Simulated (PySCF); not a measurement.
C₅H₁₂S₂, SMILES CSCCCSC. Atoms are numbered in the order given.

```xyz
19

C     -4.0117     0.0000     0.6656
S     -2.7274     0.0000    -0.5987
C     -1.2604     0.0000     0.4668
C      0.0000     0.0000    -0.3832
C      1.2604     0.0000     0.4668
S      2.7274     0.0000    -0.5987
C      4.0117     0.0000     0.6656
H     -3.9562    -0.8990     1.2988
H     -3.9562     0.8990     1.2988
H     -4.9783     0.0000     0.1430
H     -1.2853     0.8906     1.1182
H     -1.2853    -0.8906     1.1182
H      0.0000    -0.8838    -1.0427
H      0.0000     0.8838    -1.0427
H      1.2853     0.8906     1.1182
H      1.2853    -0.8906     1.1182
H      3.9562    -0.8990     1.2988
H      3.9562     0.8990     1.2988
H      4.9783     0.0000     0.1430
```

The structure is a stationary point at PBE0-D3(BJ)/def2-SVP. Other conformers were not sampled.

Method: SMD-ωB97X/6-31G* run with PySCF.

Solvation free energies are E(SMD) − E(gas) at the gas-phase geometry, for 1 M in both phases. In vacuum the dipole moment is 3.33 D.

Problem. Estimate the solvation free energies in water, n-hexane, tetrahydrofuran. (An estimate is asked for; the answer gives what the named calculation found.)

Solution. 
| solvent | ΔG(solv) (kcal/mol) | its non-electrostatic (CDS) part | dipole (D) |
|---|---|---|---|
| water | -2.9 | 3.7 | 4.58 |
| n-hexane | -5.9 | -3.6 | 3.71 |
| tetrahydrofuran | -7.5 | -2.3 | 4.30 |
